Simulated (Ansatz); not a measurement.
`[NH2][GeH]([F])[SiH3]` + `O[SiH2]N[SiH2]Cl` → `[OH][GeH]([F])[SiH3]` + `N[SiH2]N[SiH2]Cl`  (redistribution)

Isolated molecules relaxed with PBE0-D4/def2-TZVP in Ansatz; ΔE leaves out vibrations. CCSD(T)/CBS adds triple-zeta CCSD(T) − MP2 to the extrapolated MP2 energy (def2 sets, frozen cores). DFT in def2-TZVPP. For Ge outer-core shells are correlated without core-valence functions, which leaves a few kJ/mol of doubt a bond. Scalar relativity is left out up to krypton. Each species was taken in one conformer, which may not be the lowest.

`[NH2][GeH]([F])[SiH3]`:

Z-matrix (Å, degrees):
```
Ge
F 1 1.761
Si 1 2.383 2 105.5
N 1 1.818 2 110.7 3 -119.2
H 1 1.537 2 104.3 3 125.6
H 3 1.484 1 109.6 2 48.5
H 3 1.486 1 108.7 2 -71.5
H 3 1.486 1 109.6 2 169.0
H 4 1.010 1 116.2 2 -67.1
H 4 1.009 1 116.2 2 64.2
```

`O[SiH2]N[SiH2]Cl`:

Z-matrix (Å, degrees):
```
Si
N 1 1.727
O 1 1.642 2 113.0
H 1 1.479 2 111.4 3 116.1
H 1 1.485 2 104.7 3 -122.2
Si 2 1.710 1 127.5 3 121.2
H 2 1.012 1 116.1 3 -68.5
H 3 0.958 1 117.8 2 -60.1
Cl 6 2.063 2 113.2 1 88.1
H 6 1.480 2 109.7 1 -153.8
H 6 1.478 2 108.7 1 -30.3
```

`[OH][GeH]([F])[SiH3]`:

Cartesian coordinates in Å:
```
O 0.848 -0.838 -1.614
Ge 0.856 -0.200 0.037
F 1.842 1.244 0.013
Si -1.383 0.435 0.542
H 1.704 -1.168 -1.899
H 1.624 -1.154 0.975
H -1.402 1.074 1.882
H -2.235 -0.780 0.556
H -1.854 1.387 -0.492
```

`N[SiH2]N[SiH2]Cl`:

Z-matrix (Å, degrees):
```
Si
N 1 1.731
N 1 1.709 2 110.9
H 1 1.486 2 112.5 3 116.8
H 1 1.489 2 103.1 3 -125.0
Si 2 1.706 1 127.2 3 113.7
H 2 1.012 1 115.5 3 -51.1
H 3 1.007 1 122.0 2 -63.3
H 3 1.006 1 120.6 2 144.9
Cl 6 2.071 2 112.7 1 -80.7
H 6 1.480 2 109.7 1 161.6
H 6 1.477 2 109.8 1 37.3
```

| level | ΔE (kJ/mol) |
| --- | --- |
| PBE-D4 | 21.3 |
| B2PLYP | 23.5 |
| PBE | 21.9 |
| MP2/def2-TZVPP | 25.1 |
| SCS-MP2/def2-TZVPP | 24.1 |
| SCS-MP2/def2-QZVPP | 23.9 |
| HF/CBS(def2) | 22.7 |
| MP2/CBS(def2) | 25.1 |

Problem. What does CCSD(T)/CBS give? (An estimate is asked.)

Solution. Ansatz gave: +24.8 kJ/mol. The listed levels differ from it by -3.5, -1.3, -2.9, 0.3, -0.7, -0.9, -2.1, 0.3 kJ/mol.

Largest T1 diagnostic among the species: 0.013.
